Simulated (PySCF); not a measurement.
## Exercise with solution: refractive index and permittivity of the vapour

Al(H)(OH)(NH2) (AlH4NO), SMILES [OH][AlH][NH2].

Geometry optimised at TPSSh-D3(BJ)/def2-TZVP. One conformer was computed; it need not be the lowest.

CAM-B3LYP/def2-TZVPD run with PySCF gives a mean static polarisability of 40.2 bohr³ and a dipole moment of 0.56 D. Take an ideal gas at 298.15 K and 0.01 bar, whether or not the substance is that volatile.

### Question
Work out n − 1 in the optical limit and the static ε − 1.

### Answer

Polarisability volume α' = 40.2 × 0.148185 = 5.96 Å³. Number density N = p/kT = 2.43e-7 Å⁻³.
Dilute limit of Lorentz–Lorenz: n − 1 = 2π N α' = 9.1e-6.
Orientation term of Debye: μ²/(3kT) = 8.098 Å³ × μ²(D²) = 2.54 Å³.
ε − 1 = 4π N (α' + μ²/3kT) = 2.6e-5. Orientation of the dipole supplies 30 % of the static response; it can't follow optical fields. Vibrational polarisation and dispersion are left out.
